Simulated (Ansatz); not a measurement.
Job for Ansatz (an electronic-structure program): U-CCSD(T)/def2-TZVPP on H4Sn (SMILES [SnH4]), a point of a bond scan (R = 3.930 Å). Elements past Kr take the def2 small-core potentials; no spin–orbit coupling. The run froze 9 orbitals, filled d shells among them.

Ansatz 0.2 input:
```yaml
crystal:
  periodic: [false, false, false]
  atoms:
    - {symbol: Sn, position_ang: [-0.00000000, -0.00000000, -0.00000000]}
    - {symbol: H, position_ang: [2.99381161, 1.60988272, -1.97160322]}
    - {symbol: H, position_ang: [0.60242146, -0.85906066, 1.34839436]}
    - {symbol: H, position_ang: [-1.05716935, 1.23097093, 0.53494647]}
    - {symbol: H, position_ang: [-0.84690933, -1.07185928, -1.02612204]}
basis:
  gaussian:
    orbitals: def2-TZVPP
correlation: {method: ccsd_t, electrons: outside_noble_gas}
scf: {omitted_lower_state_checks: [cluster_reference]}
magnetization: {spin_polarized: true, initial_magnetization: 0}
```

The head of its log:

```
WARN ansatz: RAYON_NUM_THREADS=2 ignored (pool sized by the plan → 2); use --threads N
Functional definition: HF
these checks for a lower state are left out or cut short: cluster_reference
integrals: 0.20 GiB planned
754 factors; integrals over basis functions are off by at most 1.2e-3 eV
mean field: 0.24 GiB planned
mean field evaluation 1: about -5861.1569 eV, gradient 1.1e1 eV
mean field evaluation 2: about -5861.1531 eV, gradient 1.1e1 eV
mean field evaluation 4: about -5862.6826 eV, gradient 1.6e0 eV
mean field evaluation 8: about -5862.7038 eV, gradient 3.2e-2 eV
mean field evaluation 16: about -5862.7038 eV, gradient 5.2e-5 eV
mean field evaluation 32: about -5865.2522 eV, gradient 2.8e0 eV
mean field evaluation 64: about -5865.3890 eV, gradient 1.7e-6 eV
mean field -5865.38901034 eV, -215.5490704264 hartree, gradient 1.7e-6 eV, S^2 0.985551; 5 other end points of the search recorded, 0 dependent functions left out
9 core orbitals not correlated
reference -5865.38901034 eV, -215.5490704264 hartree; 4, 4 occupied and 93, 93 virtual orbitals, 754 factors
```

Problem. Predict the final total energy.

Solution. -215.6806 hartree (reference determinant -215.5491, T1 diagnostic 0.014). Its determinant has ⟨S²⟩ = 0.99, a mixture of spin states.
